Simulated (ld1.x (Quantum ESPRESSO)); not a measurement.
## silicon (Si): excitation energies, all-electron against TM

```
Element                 : Si
Generator               : ld1.x (Quantum ESPRESSO) 7.5
Type                    : norm-conserving Troullier–Martins (Kleinman–Bylander form)
Functional              : PBE
Relativity              : non-relativistic
Frozen core             : [Ne]
Valence charge          : 4
Reference configuration : 3s2 3p2
Partial waves           : 3p (bound): rc 1.40 bohr; 3s (bound): rc 1.70 bohr
Local potential         : the s channel
Core correction         : none
```

Energies are relative to the spin-unpolarised reference configuration 3s2 3p2; without spin polarisation the order of configurations can differ from experiment. The frozen-core shift is the all-electron ΔE with the core orbitals held at their reference shape minus the fully relaxed ΔE.

```json
{"valence configuration": "3s2 3p1", "charge": "+1", "ΔE all-electron (eV)": "7.751", "error AE − PS (meV)": "+0.6", "frozen-core shift (meV)": "+0.8"}
{"valence configuration": "3s2 3p0", "charge": "+2", "ΔE all-electron (eV)": "23.756", "error AE − PS (meV)": "+4.8", "frozen-core shift (meV)": "+9.4"}
{"valence configuration": "3s1 3p0", "charge": "+3", "ΔE all-electron (eV)": "57.658", "error AE − PS (meV)": "+67", "frozen-core shift (meV)": "+58"}
{"valence configuration": "3s1 3p3", "charge": "0", "ΔE all-electron (eV)": "6.759", "error AE − PS (meV)": "+8.8", "frozen-core shift (meV)": "+0.9"}
{"valence configuration": "3s1 3p2", "charge": "+1", "ΔE all-electron (eV)": "15.119", "error AE − PS (meV)": "+15", "frozen-core shift (meV)": "+3.2"}
```

Q: What are ΔE and the potential's error for 3s2 3p2.3?

A: ΔE = -0.933 eV all-electron; the error (AE − PS) is 0.0 meV.

Q: What are ΔE and the potential's error for 3s2 3p1.5?

A: ΔE = 2.927 eV all-electron; the error (AE − PS) is +0.2 meV.
